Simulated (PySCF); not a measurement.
PySCF job for germylmethylgermane (CH8Ge2), SMILES [GeH3][CH2][GeH3], TPSSh-D3(BJ)/def2-SVP. 

```python
import numpy as np
from pyscf import gto, scf, dft
import os
os.environ['JAX_PLATFORMS'] = 'cpu'
from ase import Atoms, units
from ase.calculators.calculator import Calculator, all_changes
from sella import Sella

mol = gto.M(
    atom='''
    Ge    1.55682651    0.49842111   -0.03127948
    C     0.23198971   -0.94570998   -0.16654873
    Ge   -1.60661453   -0.29556442    0.06707357
    H     2.94668025   -0.03549401   -0.20914626
    H     1.33650986    1.54165751   -1.07767246
    H     1.49756608    1.17370270    1.29999939
    H     0.44521654   -1.70369360    0.58775242
    H     0.32404716   -1.42946611   -1.13945958
    H    -1.95584985    0.73756376   -0.95405548
    H    -1.80299077    0.31782181    1.41512191
    H    -2.58990073   -1.41924656   -0.06865882
    ''',
    basis='def2-SVP',
    charge=0,
    spin=0,
    max_memory=1600,
    verbose=3,
)
mf = dft.RKS(mol, xc='tpssh').density_fit(auxbasis='def2-universal-jkfit')
mf.disp = 'd3bj'
mf.grids.level = 4
mf.conv_tol = 1e-9
mf.max_cycle = 100
mf.kernel()
grad = mf.nuc_grad_method()
grad.grid_response = mol.nao <= 150
scan = grad.as_scanner()
scan.verbose = scan.base.verbose = 0
class SCF(Calculator):
    implemented_properties = ['energy', 'forces']
    def calculate(self, atoms=None, properties=None, system_changes=all_changes):
        super().calculate(atoms, properties, system_changes)
        e, g = scan(mol.set_geom_(self.atoms.positions, unit='Angstrom', inplace=False))
        assert scan.converged
        self.results = {'energy': float(e) * units.Hartree, 'forces': -np.asarray(g) * units.Hartree / units.Bohr}
atoms = Atoms(mol.elements, mol.atom_coords(unit='Angstrom'), calculator=SCF())
conv = Sella(atoms, order=0, internal=True, allow_fragments=True).run(fmax=0.002, steps=150)
mol_eq = mol.set_geom_(atoms.positions, unit='Angstrom', inplace=False)
print(mol_eq.tostring(format='xyz'))
mf.reset(mol_eq)
mf.verbose = 3
mf.kernel()
```

Output:

```
converged SCF energy = -4196.31637222106
     Step          Energy         fmax         cmax       rtrust          rho
Sella   0  -114187.584685       0.8916       0.0000       0.1000       1.0000
Sella   1  -114187.683805       0.8916       0.0000       0.1000       1.4276
Sella   2  -114187.713557       0.4146       0.0000       0.1000       1.0804
Sella   3  -114187.714080       0.0485       0.0000       0.1000       1.2760
Sella   4  -114187.714256       0.0402       0.0000       0.1000       1.4015
Sella   5  -114187.714335       0.0241       0.0000       0.1000       1.1829
Sella   6  -114187.714345       0.0065       0.0000       0.1000       1.2986
Sella   7  -114187.714348       0.0042       0.0000       0.1000       1.4080
Sella   8  -114187.714350       0.0036       0.0000       0.1000       1.2545
Sella   9  -114187.714351       0.0023       0.0000       0.1000       1.2724
11
XYZ from PySCF
Ge          1.57958794        0.49946505       -0.02886449
C           0.22521942       -0.91771195       -0.16485689
Ge         -1.62735972       -0.30417038        0.06476733
H           2.99210673       -0.08558201       -0.22345327
H           1.33230540        1.57009383       -1.10812272
H           1.50545368        1.16828435        1.35655080
H           0.43954337       -1.68420805        0.59770974
H           0.31705709       -1.39917857       -1.15213466
H          -1.97367552        0.74127239       -1.01194403
H          -1.80096979        0.34021878        1.45286571
H          -2.60578834       -1.48849125       -0.05939103
converged SCF energy = -4196.32113735077
```

Self-consistency was reached.

Cost: around 4 core-minutes (rough).
